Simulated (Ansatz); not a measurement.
Cartesian coordinates in Å:
```
Al 0.9520 -1.2790 -0.4709
O -0.0886 -0.0313 -1.3097
C 0.8347 0.6280 -0.2651
C -0.1161 1.1590 0.7871
Ga -1.4014 -0.2138 0.1756
H 1.7699 -2.4809 -1.0693
H -0.3502 -1.6823 0.5952
H 1.4666 1.3466 -0.7849
H 0.2440 1.0937 1.8136
H -0.4637 2.1781 0.5880
H -2.8472 -0.7181 -0.0597
```

Total charge 0; spin multiplicity 1. The bonds changed during the relaxation, so this is another structure than the one it started from.

Problem. List the r2SCAN/def2-TZVPP orbital energies in eV (Ansatz). (Best estimate.)

Solution. Computed: Occupied: -10122.26, -1516.82, -1244.42, -1100.83, -1100.80, -1100.74, -515.83, -273.90, -272.89, -148.03, -110.34, -100.90, -100.83, -100.65, -70.59, -70.56, -70.44, -26.07, -20.70, -20.51, -20.47, -20.38, -20.32, -18.57, -14.92, -12.63, -11.45, -10.83, -10.19, -9.56, -8.55, -8.13, -7.51, -6.81, -5.69. Lowest empty: -1.13, -0.94, -0.01, 0.15, 1.20, 1.52, 1.82, 2.31.
